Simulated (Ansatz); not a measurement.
Species: C$_{2}$H$_{3}$O, charge 0, multiplicity 2. It need not be the lowest isomer of its formula. 
Coordinates optimised at B3LYP-D3(BJ)/def2-TZVP (Ansatz, a quantum-chemistry and plane-wave program):
```
C
C 1 1.3068
O 1 1.3690 2 124.03
H 3 0.9622 1 109.19 2 -180.00
H 2 1.0734 1 137.80 3 -180.00
H 1 1.0926 2 120.40 5 0.00
```
Charge 0, spin multiplicity 2.

Basis-set convergence of Hartree-Fock and MP2 correlation energies (hartree) with Ansatz. Cores are frozen in the correlated levels unless marked. UHF or UKS for open shells. Spin-orbit coupling is left out. Non-relativistic.

The UHF reference is spin-contaminated (<S^2> 0.18 over the pure value in the largest basis). 

```json
[
 {"basis": "cc-pVDZ", "functions": "-", "E(HF)": "-152.25629", "E(corr, MP2)": "-0.41156"},
 {"basis": "cc-pVTZ", "functions": "132", "E(HF)": "[?]", "E(corr, MP2)": "[?]"}
]
```

Q: What belongs in the gaps?

A: 
- cc-pVTZ, E(HF): -152.30368
- cc-pVTZ, E(corr, MP2): -0.51917
